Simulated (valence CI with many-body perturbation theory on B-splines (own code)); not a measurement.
# Forbidden lines of Re⁵¹⁺

Computed by valence CI with perturbative core correlation (CI+MBPT): six valence electrons over a frozen Dirac-Fock core [Ar], a basis of 7 s, 7 p, 8 d, 6 f, 4 g, 1 h functions for each j, with the one-electron correlation potential Σ1 (screened to all orders), the two-electron term Σ2, the three-electron term Σ3, Breit, model QED; selected single and double excitations, second order for the rest, scaled by the run's own slope (own B-spline code, finite nucleus).

No measured spectrum was set against this ion. As an estimate, large intervals hold to a few tenths of a per cent, small ones and those within an open d or f shell to about a per cent. Core correlation moves these levels by up to 16000 cm⁻¹, and in measured spectra 5 to 20 % of such shifts remained as error; rates that hang on mixing are uncertain with them. Among the levels kept, up to 1100 cm⁻¹ of a level comes from second order outside the variational space, and about a tenth of that is noise between levels of different J, which matters for small intervals. The list stops below the first excitations out of the core. Only levels of the ground parity were solved; by the run's estimate the other parity begins above the list, which can be wrong where configurations are misplaced.

Lines 51 to 100 of 105 in falling wavelength, among levels below 2104200 cm⁻¹, chosen from the decays that carry over 1 % of a level's rate. Wavelengths and rates use the calculated energies. Electric multipoles are in the length gauge with retardation, E1 and E2 with the static RPA response of the core. M1 uses the relativistic operator with retardation. S is in atomic units (e²a₀⁴ for E2 and M2, e²a₀⁶ for E3), for M1 in squared Bohr magnetons. Weak lines are less certain than strong ones. Lines between different terms over intervals too small for the method are left out, as are lines whose strength nearly cancels. The highest levels of a list are the least certain.

Levels are named by their leading jj configuration (3d3/2^4 stands for four electrons in 3d with j = 3/2), which in mixed levels can hold well under half, so a name can repeat and another be missing. Letters in brackets count levels of one name in rising energy.

```tsv
λ vac (Å)	Upper	Lower	Type	A (s⁻¹)	S (a.u.)
161.6	(3d3/2^3 3d5/2^3) J=6	(3d3/2^4 3d5/2^2) J=4	E2	4.63e+01	5.92e-05
161.5	(3d3/2 3d5/2^5) J=1	(3d3/2^2 3d5/2^4) J=0 [a]	M1	2.96e+06	1.39e+00
161.4	(3d3/2^3 3d5/2^3) J=5	(3d3/2^4 3d5/2^2) J=4	M1	8.10e+05	1.39e+00
161.2	(3d3/2^2 3d5/2^4) J=4 [b]	(3d3/2^3 3d5/2^3) J=3 [b]	M1	5.99e+05	8.38e-01
160.1	(3d3/2^2 3d5/2^4) J=6	(3d3/2^3 3d5/2^3) J=5	M1	7.14e+05	1.41e+00
160.0	(3d3/2^3 3d5/2^3) J=3 [b]	(3d3/2^4 3d5/2^2) J=2	M1	3.82e+05	4.06e-01
159.9	(3d3/2^2 3d5/2^4) J=6	(3d3/2^3 3d5/2^3) J=6	M1	1.71e+06	3.38e+00
159.1	(3d3/2^2 3d5/2^4) J=4 [a]	(3d3/2^3 3d5/2^3) J=4 [a]	M1	5.71e+06	7.68e+00
158.3	(3d3/2^2 3d5/2^4) J=4 [c]	(3d3/2^3 3d5/2^3) J=3 [c]	M1	1.73e+06	2.29e+00
158.2	(3d3/2^2 3d5/2^4) J=2 [b]	(3d3/2^3 3d5/2^3) J=3 [b]	M1	1.11e+06	8.12e-01
157.3	(3d3/2 3d5/2^5) J=2	(3d3/2^2 3d5/2^4) J=1	M1	2.61e+06	1.88e+00
156.6	(3d3/2 3d5/2^5) J=3	(3d3/2^2 3d5/2^4) J=4 [b]	M1	1.09e+06	1.09e+00
155.3	(3d3/2 3d5/2^5) J=1	(3d3/2^2 3d5/2^4) J=2 [a]	M1	1.17e+07	4.88e+00
155.3	(3d3/2^2 3d5/2^4) J=2 [b]	(3d3/2^3 3d5/2^3) J=2 [a]	M1	1.94e+06	1.35e+00
153.2	(3d3/2^2 3d5/2^4) J=4 [c]	(3d3/2^3 3d5/2^3) J=4 [b]	M1	1.35e+06	1.62e+00
152.5	(3d3/2^2 3d5/2^4) J=3 [a]	(3d3/2^3 3d5/2^3) J=4 [a]	M1	2.36e+06	2.17e+00
151.2	(3d3/2 3d5/2^5) J=4	(3d3/2^2 3d5/2^4) J=5	M1	3.18e+06	3.67e+00
151.0	(3d3/2^2 3d5/2^4) J=5	(3d3/2^3 3d5/2^3) J=4 [a]	M1	2.36e+05	3.32e-01
150.1	(3d3/2^2 3d5/2^4) J=3 [a]	(3d3/2^3 3d5/2^3) J=3 [a]	M1	2.86e+06	2.51e+00
149.7	(3d3/2 3d5/2^5) J=4	(3d3/2^2 3d5/2^4) J=3 [a]	M1	1.09e+05	1.22e-01
148.5	(3d3/2 3d5/2^5) J=3	(3d3/2^2 3d5/2^4) J=3 [b]	M1	1.10e+06	9.37e-01
145.2	(3d3/2^3 3d5/2^3) J=3 [b]	(3d3/2^4 3d5/2^2) J=4	M1	1.21e+06	9.63e-01
145.1	(3d3/2^2 3d5/2^4) J=4 [b]	(3d3/2^3 3d5/2^3) J=5	M1	2.37e+06	2.41e+00
143.8	(3d3/2 3d5/2^5) J=4	(3d3/2^2 3d5/2^4) J=4 [a]	M1	5.20e+06	5.16e+00
142.8	(3d3/2^3 3d5/2^3) J=0	(3d3/2^4 3d5/2^2) J=2	E2	4.39e+03	2.33e-04
141.1	(3d3/2^2 3d5/2^4) J=1	(3d3/2^3 3d5/2^3) J=1 [a]	M1	2.08e+06	6.51e-01
139.2	(3d3/2^2 3d5/2^4) J=3 [b]	(3d3/2^3 3d5/2^3) J=4 [a]	M1	4.38e+05	3.06e-01
139.2	(3d3/2 3d5/2^5) J=2	(3d3/2^2 3d5/2^4) J=3 [a]	M1	3.57e+06	1.78e+00
137.5	(3d3/2^2 3d5/2^4) J=2 [c]	(3d3/2^3 3d5/2^3) J=3 [b]	M1	2.40e+05	1.15e-01
135.9	(3d3/2^2 3d5/2^4) J=2 [b]	(3d3/2^3 3d5/2^3) J=1 [a]	M1	6.50e+04	3.03e-02
135.8	(3d3/2 3d5/2^5) J=3	(3d3/2^2 3d5/2^4) J=3 [a]	M1	3.35e+06	2.18e+00
135.2	(3d3/2^2 3d5/2^4) J=2 [c]	(3d3/2^3 3d5/2^3) J=2 [a]	M1	3.29e+05	1.51e-01
134.3	(3d3/2^3 3d5/2^3) J=2 [b]	(3d3/2^4 3d5/2^2) J=2	M1	3.91e+05	1.75e-01
134.3	(3d3/2^3 3d5/2^3) J=1 [b]	(3d3/2^4 3d5/2^2) J=2	M1	1.92e+05	5.18e-02
131.8	(3d3/2^3 3d5/2^3) J=3 [c]	(3d3/2^4 3d5/2^2) J=2	M1	5.98e+05	3.56e-01
131.0	(3d3/2 3d5/2^5) J=3	(3d3/2^2 3d5/2^4) J=4 [a]	M1	8.13e+05	4.74e-01
130.9	(3d3/2^2 3d5/2^4) J=4 [b]	(3d3/2^3 3d5/2^3) J=3 [a]	M1	2.83e+05	2.12e-01
130.7	(3d3/2^2 3d5/2^4) J=4 [c]	(3d3/2^3 3d5/2^3) J=3 [b]	M1	4.51e+04	3.35e-02
128.9	(3d3/2^2 3d5/2^4) J=2 [b]	(3d3/2^3 3d5/2^3) J=3 [a]	M1	6.46e+05	2.56e-01
128.7	(3d3/2^2 3d5/2^4) J=2 [d]	(3d3/2^3 3d5/2^3) J=3 [c]	M1	9.61e+05	3.80e-01
126.5	(3d3/2^2 3d5/2^4) J=2 [d]	(3d3/2^3 3d5/2^3) J=1 [b]	M1	1.18e+06	4.44e-01
126.5	(3d3/2^2 3d5/2^4) J=2 [d]	(3d3/2^3 3d5/2^3) J=2 [b]	M1	2.21e+05	8.30e-02
125.9	(3d3/2 3d5/2^5) J=2	(3d3/2^2 3d5/2^4) J=2 [a]	M1	1.27e+06	4.70e-01
124.8	(3d3/2^3 3d5/2^3) J=4 [b]	(3d3/2^4 3d5/2^2) J=4	M1	4.70e+04	3.05e-02
124.8	(3d3/2^3 3d5/2^3) J=4 [b]	(3d3/2^4 3d5/2^2) J=4	E2	9.71e+02	2.37e-04
123.1	(3d3/2 3d5/2^5) J=3	(3d3/2^2 3d5/2^4) J=2 [a]	M1	2.32e+05	1.12e-01
121.6	(3d3/2^3 3d5/2^3) J=3 [c]	(3d3/2^4 3d5/2^2) J=4	M1	4.99e+05	2.33e-01
114.7	(3d3/2^2 3d5/2^4) J=2 [c]	(3d3/2^3 3d5/2^3) J=3 [a]	M1	5.12e+05	1.43e-01
111.3	(3d3/2^2 3d5/2^4) J=4 [c]	(3d3/2^3 3d5/2^3) J=4 [a]	M1	4.63e+05	2.13e-01
110.0	(3d3/2^2 3d5/2^4) J=4 [c]	(3d3/2^3 3d5/2^3) J=3 [a]	M1	2.98e+05	1.32e-01
```
